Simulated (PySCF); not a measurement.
Computed IR spectrum (relative IR intensity) of a molecule C3H7FOSi. Geometry: PBE0-D3(BJ)/def2-SVP. One conformer was computed; it need not be the lowest. Level of theory: PBE0-D3(BJ)/def2-SVP run with PySCF 2.14.0. Frequencies are harmonic and unscaled.

Lines under 2 % of the strongest are left out, and lines within 2 cm⁻¹ are merged.

ν (cm⁻¹): 39 (vw), 73 (vw), 472 (vw), 491 (w), 714 (w), 784 (s), 862 (w), 868 (s), 936 (m), 959 (w), 1044 (m), 1103 (m), 1171 (m), 1404 (w), 1428 (w), 1876 (vs), 2247 (m), 2260 (m), 2884 (s), 3040 (w), 3101 (w) (against the strongest line: vs over 80 %, s over 45 %, m over 15 %, w over 4 %, vw less)

### Question
Which structure fits?
A. O=CC[SiH2]CF
B. F[C@@H]1C[C@H]1O[SiH3]
C. F/C=C\OC[SiH3]
D. O[C@H]1C[Si@@H](F)C1

### Answer
A, O=CC[SiH2]CF
